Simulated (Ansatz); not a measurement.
Basis-set series for `[GeH2][O][GeH3]` radical. Charge 0, multiplicity 2. All single points use the PBE0-D4/def2-TZVP geometry.

| functional | basis | functions | energy (Eh) | HOMO (eV) | LUMO (eV) |
| --- | --- | --- | --- | --- | --- |
| PBE0-D4 | def2-TZVPP | 197 | -4231.64674 | -6.04 | -2.62 |
| PBE0-D4 | def2-QZVPP | 385 | -4231.74223 | -6.06 | -2.67 |
| ωB97M-V | def2-TZVPP | 197 | -4231.98199 | -8.04 | -0.82 |
| ωB97M-V | def2-QZVPP | 385 | -4232.07508 | -8.06 | -0.94 |

Problem. Give the rows for def2-SVP. (Best estimate.)

Solution. The calculation gave: 
| functional | basis | functions | energy (Eh) | HOMO (eV) | LUMO (eV) |
| --- | --- | --- | --- | --- | --- |
| PBE0-D4 | def2-SVP | 103 | -4231.02597 | -5.97 | -2.58 |
| ωB97M-V | def2-SVP | 103 | -4231.36018 | -7.95 | -0.71 |

HOMO and LUMO are taken over both spins. Scalar relativity is left out up to krypton.

Computed with Ansatz.
